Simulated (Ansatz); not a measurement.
C$_{7}$H$_{7}$O, doublet, at a GFN2-xTB geometry. Base run: SVWN5/cc-pVDZ run with Ansatz (a program for electronic structure).

Input for Ansatz:
Ansatz 0.2 input:
```yaml
crystal:
  periodic: [false, false, false]
  atoms:
    - {symbol: C, position_ang: [-2.71619382, -0.23922739, -0.19628036]}
    - {symbol: O, position_ang: [-1.71539726, 0.65853627, 0.21840802]}
    - {symbol: C, position_ang: [-0.41327180, 0.28001990, 0.10394132]}
    - {symbol: C, position_ang: [0.53555447, 1.22374249, 0.53624467]}
    - {symbol: C, position_ang: [1.84761222, 0.89309559, 0.44236858]}
    - {symbol: C, position_ang: [2.33454345, -0.28859707, -0.04028834]}
    - {symbol: C, position_ang: [1.38981155, -1.21596845, -0.46553379]}
    - {symbol: C, position_ang: [0.03451983, -0.93768379, -0.39531439]}
    - {symbol: H, position_ang: [-3.66172997, 0.26925835, -0.01436561]}
    - {symbol: H, position_ang: [-2.68795508, -1.16808676, 0.38276678]}
    - {symbol: H, position_ang: [-2.63033428, -0.47227146, -1.26267211]}
    - {symbol: H, position_ang: [0.18687774, 2.16797733, 0.92332803]}
    - {symbol: H, position_ang: [3.38939188, -0.50524518, -0.09496425]}
    - {symbol: H, position_ang: [1.71856499, -2.16835611, -0.85676246]}
    - {symbol: H, position_ang: [-0.66709266, -1.68385402, -0.73542069]}
basis:
  gaussian:
    orbitals: cc-pVDZ
hamiltonian:
  xc: {name: SVWN5}
magnetization: {spin_polarized: true, initial_magnetization: 1}
```

The base run was repeated with changes; each row names its change, and settings that it needs were set with it.

```tsv
change	ΔE vs base (kcal/mol)
base	0.000
point_charge = charge:1.0 position_ang:-6.1678, -0.7518, -2.8833	2.73
lower_state_search = off	0.000
final_grid = 14, 28, 59	0.000
fitting.mean_field = def2-universal-JKFIT	-0.082
lower_state_search = full	0.000
lower_state_search = light	0.000
point_charge = charge:0.5 position_ang:3.4988, -0.8388, 5.3367	-1.70
nuclear_model = gaussian	0.023
forces = on	0.000
point_charge = charge:-1.0 position_ang:4.12, -2.5454, 4.3177	1.28
```
